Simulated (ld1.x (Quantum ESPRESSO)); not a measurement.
Pseudopotential generation for Ni (Z = 28): TM, revPBE, scalar-relativistic.

Input for ld1.x (Quantum ESPRESSO) 7.5:

```
&input
   title='Ni', zed=28., rel=1, dft='REVPBE', iswitch=3,
   config='[Ar] 3d8 4s0 4p0',
   nld=3, rlderiv=2.45, eminld=-4.0, emaxld=5.0, deld=0.02
 /
 &inputp
   pseudotype=2, tm=.true., lloc=0,
   nlcc=.true., rcore=0.60,
   file_pseudopw='Ni.UPF', file_wfcaegen='ae.wfc', file_wfcncgen='nc.wfc', file_beta='beta', file_chi='chi'
 /
3
4P  2  1   0.00   0.00  2.25  2.25  0.0
3D  3  2   8.00   0.00  1.35  1.35  0.0
4S  1  0   0.00   0.00  2.00  2.00  0.0
 &test
   configts(1)='3d8 4s0 4p0'
 /
```

Command:

```bash
ld1.x < Ni.in > Ni.out
```

Resulting log (shortened: banner, matrices, multipoles, cross overlaps and the repeated all-electron block are left out):

```
Program LD1 v.7.5
     --------------------------- All-electron run ----------------------------

     Ni
     scalar relativistic calculation

     atomic number is 28.00
     dft =REVPBE   lsd =0 sic =0 latt =0  beta=0.20 tr2=1.0E-14
     Exchange-correlation= REVPBE
                           (   1   4   4   4   0   0   0)
     mesh =1195 r(mesh) =  98.77016 a.u. xmin = -7.00 dx = 0.01250
     1 Ry =  13.60569312 eV, c = 137.03599908

     n l     nl                  e(Ry)          e(Ha)          e(eV)
     1 0     1S 1( 2.00)      -605.0902      -302.5451     -8232.6717
     2 0     2S 1( 2.00)       -73.5895       -36.7948     -1001.2366
     2 1     2P 1( 6.00)       -63.4977       -31.7489      -863.9302
     3 0     3S 1( 2.00)        -9.6085        -4.8042      -130.7296
     3 1     3P 1( 6.00)        -6.6904        -3.3452       -91.0269
     3 2     3D 1( 8.00)        -2.0758        -1.0379       -28.2428
     4 0     4S 1( 0.00)        -1.5800        -0.7900       -21.4965
     4 1     4P 1( 0.00)        -1.1005        -0.5503       -14.9733

     final scf error:  4.8E-15 reached in  31 iterations

     Etot =   -3039.429680 Ry,   -1519.714840 Ha,  -41353.547491 eV

     Ekin =    3081.711301 Ry,    1540.855651 Ha,   41928.818262 eV
     Encl =   -7257.568792 Ry,   -3628.784396 Ha,  -98744.253806 eV
     Eh   =    1262.396595 Ry,     631.198297 Ha,   17175.780669 eV
     Exc  =    -125.968784 Ry,     -62.984392 Ha,   -1713.892615 eV

     normalization and overlap integrals

     s(1S/1S) =  1.000000  <r> =   0.0541  <r2> =    0.0039  r(max) =   0.0353
     s(2S/2S) =  1.000000  <r> =   0.2449  <r2> =    0.0708  r(max) =   0.2055
     s(2P/2P) =  1.000000  <r> =   0.2153  <r2> =    0.0569  r(max) =   0.1641
     s(3S/3S) =  1.000000  <r> =   0.7407  <r2> =    0.6336  r(max) =   0.6410
     s(3P/3P) =  1.000000  <r> =   0.7790  <r2> =    0.7161  r(max) =   0.6491
     s(3D/3D) =  1.000000  <r> =   0.9683  <r2> =    1.2262  r(max) =   0.6331
     s(4S/4S) =  1.000000  <r> =   2.3678  <r2> =    6.3758  r(max) =   2.0244
     s(4P/4P) =  1.000000  <r> =   2.8643  <r2> =    9.3528  r(max) =   2.4727

     ------------------------ End of All-electron run ------------------------

     --------------------- Generating NC pseudopotential ---------------------

      Generating local pot.: lloc=0, matching radius rcloc =   2.0000

      Computing core charge for nlcc:

       r > 0.60 : true rho core
       r < 0.60 : rho core = a sin(br)/r    a=  22.37  b=   3.24

      Integrated core pseudo-charge :   9.12

      Wfc   4P  rcut= 2.266  Using Troullier-Martins method

      Wfc   3D  rcut= 1.340  Using Troullier-Martins method

     ------------------- End of pseudopotential generation -------------------

     Computing logarithmic derivative in   2.45730
     Computing logarithmic derivative in   2.45730
     Computing the partial wave expansion
       no projector for channel:   0
     R is outside the sphere for l=    1 j= 0.00
     R is outside the sphere for l=    2 j= 0.00

     ---------------------- Testing the pseudopotential ----------------------

     Ni
     scalar relativistic calculation

     atomic number is 28.00   valence charge is 10.00
     dft =REVPBE   lsd =0 sic =0 latt =0  beta=0.20 tr2=1.0E-14
     mesh =1195 r(mesh) =  98.77016 xmin = -7.00 dx = 0.01250

     n l     nl             e AE (Ry)        e PS (Ry)    De AE-PS (Ry)
     3 2     3D   1( 8.00)       -2.07581       -2.07582        0.00001
     1 0     4S   1( 0.00)       -1.57996       -1.57996        0.00000
     2 1     4P   1( 0.00)       -1.10052       -1.10052       -0.00000

     eps = 9.3E-15  iter =  5

     Etot =   -3039.429680 Ry,   -1519.714840 Ha,  -41353.547491 eV
     Etotps =   -92.751836 Ry,     -46.375918 Ha,   -1261.953017 eV

     Ekin =     115.748110 Ry,      57.874055 Ha,    1574.833266 eV
     Encl =     -94.721147 Ry,     -47.360574 Ha,   -1288.746864 eV
     Ehrt =      59.611601 Ry,      29.805800 Ha,     811.057144 eV
     Ecxc =     -35.995443 Ry,     -17.997721 Ha,    -489.742950 eV
     (Ecc =     -18.102743 Ry,      -9.051372 Ha,    -246.300368 eV)
     Epseu=    -137.394956 Ry,     -68.697478 Ha,   -1869.353612 eV

     ---------------------- End of pseudopotential test ----------------------
```

Generation and configuration tests took about 1.1 s on one core of a shared server CPU.

Transferability test of the new file with ld1.x, input:

```
&input
   title='Ni', zed=28., rel=1, dft='REVPBE', iswitch=2,
   config='[Ar] 3d8 4s0 4p0'
 /
 &test
   file_pseudo='Ni.UPF', nconf=8,
   configts(1)='3d8 4s0 4p0',
   configts(2)='3d8 4s2 4p0',
   configts(3)='3d8 4s1 4p0',
   configts(4)='3d7 4s0 4p0',
   configts(5)='3d6 4s0 4p0',
   configts(6)='3d8 4s0 4p2',
   configts(7)='3d8 4s0 4p1',
   configts(8)='3d7 4s2 4p1'
 /
```

```bash
ld1.x < Ni.test.in > Ni.test.out
```

Pseudopotential blocks of its output, shortened (energy terms left out; the distinct warnings before each block abridged to one line each):

```
     BEWARE! Errors in PS-KS equations
     ---------------------- Testing the pseudopotential ----------------------

     n l     nl             e AE (Ry)        e PS (Ry)    De AE-PS (Ry)
     3 2     3D   1( 8.00)       -2.07581       -2.07582        0.00001
     1 0     4S   1( 0.00)       -1.57996       -1.57996        0.00000
     2 1     4P   1( 0.00)       -1.10052       -1.10052       -0.00000

     eps = 4.5E-15  iter =  4

     Etot =   -3039.429680 Ry,   -1519.714840 Ha,  -41353.547491 eV
     Etotps =   -92.751836 Ry,     -46.375918 Ha,   -1261.953014 eV

     ---------------------- End of pseudopotential test ----------------------

          ---------------------- Testing the pseudopotential ----------------------

     n l     nl             e AE (Ry)        e PS (Ry)    De AE-PS (Ry)
     3 2     3D   1( 8.00)       -0.64782       -0.65770        0.00989  !
     1 0     4S   1( 2.00)       -0.40942       -0.40779       -0.00164
     2 1     4P   1( 0.00)       -0.08798       -0.08774       -0.00025

     eps = 8.8E-15  iter = 14

     Etot =   -3041.370089 Ry,   -1520.685044 Ha,  -41379.948104 eV
     Etotps =   -94.689480 Ry,     -47.344740 Ha,   -1288.316008 eV
     dEtot_ae =      -1.940409 Ry
     dEtot_ps =      -1.937644 Ry,   Delta E=      -0.002765 Ry

     ---------------------- End of pseudopotential test ----------------------

          ---------------------- Testing the pseudopotential ----------------------

     n l     nl             e AE (Ry)        e PS (Ry)    De AE-PS (Ry)
     3 2     3D   1( 8.00)       -1.31075       -1.31512        0.00437
     1 0     4S   1( 1.00)       -0.95868       -0.95687       -0.00181
     2 1     4P   1( 0.00)       -0.55044       -0.54950       -0.00094

     eps = 4.9E-16  iter = 10

     Etot =   -3040.692440 Ry,   -1520.346220 Ha,  -41370.728227 eV
     Etotps =   -94.013604 Ry,     -47.006802 Ha,   -1279.120241 eV
     dEtot_ae =      -1.262761 Ry
     dEtot_ps =      -1.261768 Ry,   Delta E=      -0.000993 Ry

     ---------------------- End of pseudopotential test ----------------------

          ---------------------- Testing the pseudopotential ----------------------

     n l     nl             e AE (Ry)        e PS (Ry)    De AE-PS (Ry)
     3 2     3D   1( 7.00)       -3.45090       -3.53696        0.08606  !
     1 0     4S   1( 0.00)       -2.45075       -2.45427        0.00352
     2 1     4P   1( 0.00)       -1.86842       -1.86412       -0.00430

     eps = 7.0E-15  iter =  9

     Etot =   -3036.684539 Ry,   -1518.342270 Ha,  -41316.197950 eV
     Etotps =   -89.967060 Ry,     -44.983530 Ha,   -1224.064210 eV
     dEtot_ae =       2.745141 Ry
     dEtot_ps =       2.784776 Ry,   Delta E=      -0.039635 Ry

     ---------------------- End of pseudopotential test ----------------------

          Warning: n=3, l=2 expected 0 nodes, found 1
     ---------------------- Testing the pseudopotential ----------------------

     n l     nl             e AE (Ry)        e PS (Ry)    De AE-PS (Ry)
     3 2     3D   1( 6.00)       -5.02548       -5.22319        0.19770  !
     1 0     4S   1( 0.00)       -3.42710       -3.44732        0.02022  !
     2 1     4P   1( 0.00)       -2.75203       -2.74483       -0.00720  !

     eps = 2.0E-15  iter =  7

     Etot =   -3032.461935 Ry,   -1516.230967 Ha,  -41258.746491 eV
     Etotps =   -85.602999 Ry,     -42.801500 Ha,   -1164.688141 eV
     dEtot_ae =       6.967745 Ry
     dEtot_ps =       7.148836 Ry,   Delta E=      -0.181091 Ry

     ---------------------- End of pseudopotential test ----------------------

          ---------------------- Testing the pseudopotential ----------------------

     n l     nl             e AE (Ry)        e PS (Ry)    De AE-PS (Ry)
     3 2     3D   1( 8.00)       -0.91147       -0.92014        0.00867  !
     1 0     4S   1( 0.00)       -0.57050       -0.56968       -0.00081
     2 1     4P   1( 2.00)       -0.20429       -0.20412       -0.00016

     eps = 5.8E-15  iter = 10

     Etot =   -3040.676593 Ry,   -1520.338296 Ha,  -41370.512604 eV
     Etotps =   -93.997996 Ry,     -46.998998 Ha,   -1278.907889 eV
     dEtot_ae =      -1.246913 Ry
     dEtot_ps =      -1.246160 Ry,   Delta E=      -0.000752 Ry

     ---------------------- End of pseudopotential test ----------------------

          BEWARE! Errors in PS-KS equations
     ---------------------- Testing the pseudopotential ----------------------

     n l     nl             e AE (Ry)        e PS (Ry)    De AE-PS (Ry)
     3 2     3D   1( 8.00)       -1.42851       -1.43374        0.00523  !
     1 0     4S   1( 0.00)       -1.03053       -1.02947       -0.00106
     2 1     4P   1( 1.00)       -0.60932       -0.60870       -0.00062

     eps = 1.3E-15  iter =  9

     Etot =   -3040.277283 Ry,   -1520.138642 Ha,  -41365.079723 eV
     Etotps =   -93.599070 Ry,     -46.799535 Ha,   -1273.480228 eV
     dEtot_ae =      -0.847603 Ry
     dEtot_ps =      -0.847235 Ry,   Delta E=      -0.000369 Ry

     ---------------------- End of pseudopotential test ----------------------

          ---------------------- Testing the pseudopotential ----------------------

     n l     nl             e AE (Ry)        e PS (Ry)    De AE-PS (Ry)
     3 2     3D   1( 7.00)       -1.18777       -1.27653        0.08876  !
     1 0     4S   1( 2.00)       -0.58938       -0.58695       -0.00243
     2 1     4P   1( 1.00)       -0.18934       -0.18681       -0.00253

     eps = 4.0E-15  iter = 24

     Etot =   -3040.595728 Ry,   -1520.297864 Ha,  -41369.412387 eV
     Etotps =   -93.868287 Ry,     -46.934144 Ha,   -1277.143111 eV
     dEtot_ae =      -1.166048 Ry
     dEtot_ps =      -1.116452 Ry,   Delta E=      -0.049597 Ry

     ---------------------- End of pseudopotential test ----------------------
```
